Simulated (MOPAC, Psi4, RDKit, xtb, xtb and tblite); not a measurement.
Two geometries of C₁₂H₅F₅, SMILES Fc1c(F)c(F)c(-c2ccccc2)c(F)c1F, relaxed at GFN2-xTB with one dihedral held; other torsions can differ between them too.

Structure A

```
22

F     -4.8179    -0.8974    -0.1953
C     -3.5046    -0.6726    -0.1870
C     -2.9303     0.2337    -1.0684
F     -3.6956     0.8968    -1.9389
C     -1.5596     0.4693    -1.0459
F     -1.1057     1.3201    -1.9751
C     -0.6800    -0.2111    -0.1915
C      0.7598     0.0985    -0.0993
C      1.2897     1.2823    -0.6213
C      2.6500     1.5246    -0.5928
C      3.5238     0.5786    -0.0860
C      3.0197    -0.6197     0.3887
C      1.6603    -0.8662     0.3670
C     -1.3052    -1.0855     0.7117
F     -0.6049    -1.7136     1.6645
C     -2.6732    -1.3330     0.7086
F     -3.1885    -2.1930     1.5906
H      0.6456     2.0612    -0.9915
H      3.0278     2.4578    -0.9823
H      4.5863     0.7686    -0.0713
H      3.6886    -1.3784     0.7658
H      1.3143    -1.8298     0.6992
```

Structure B

```
22

F      4.7584    -0.9347    -0.2110
C      3.4508    -0.6753    -0.1859
C      2.9301     0.3714    -0.9407
F      3.7405     1.1138    -1.6983
C      1.5648     0.6332    -0.9068
F      1.0854     1.6369    -1.6486
C      0.6913    -0.1220    -0.1266
C     -0.7612     0.1450    -0.1251
C     -1.6513    -0.8490    -0.5192
C     -3.0089    -0.5884    -0.5460
C     -3.4859     0.6605    -0.1845
C     -2.6011     1.6540     0.2004
C     -1.2416     1.4030     0.2238
C      1.2357    -1.1727     0.6094
F      0.4350    -1.9277     1.3688
C      2.5980    -1.4508     0.5937
F      3.0897    -2.4570     1.3200
H     -1.2780    -1.8209    -0.8048
H     -3.6953    -1.3628    -0.8531
H     -4.5466     0.8601    -0.2051
H     -2.9693     2.6293     0.4803
H     -0.5507     2.1762     0.5242
```

Problem. Which is lower in energy at the level B3LYP-D3(BJ)/def2-SVP // GFN2-xTB in Psi4, and by how much?

Solution. B is lower, by 2.22 kcal/mol (dihedral C5–C7–C8–C9: 15° in A, 120° in B).

E(B) − E(A) in kcal/mol at the other levels, on the same two geometries: GFN2-xTB (xtb and tblite) -2.81; MMFF94 // GFN2-xTB (RDKit) -3.29; B3LYP/def2-SVP // GFN2-xTB (Psi4) -2.24; PBE/def2-SVP // GFN2-xTB (Psi4) -1.90; PBE-D3(BJ)/def2-SVP // GFN2-xTB (Psi4) -1.91; UFF // GFN2-xTB (RDKit) -9.40; PM3, restricted, heats of formation // GFN2-xTB (MOPAC) -6.16; PM6, restricted, heats of formation // GFN2-xTB (MOPAC) -6.27; GFN1-xTB // GFN2-xTB (xtb) -1.30.
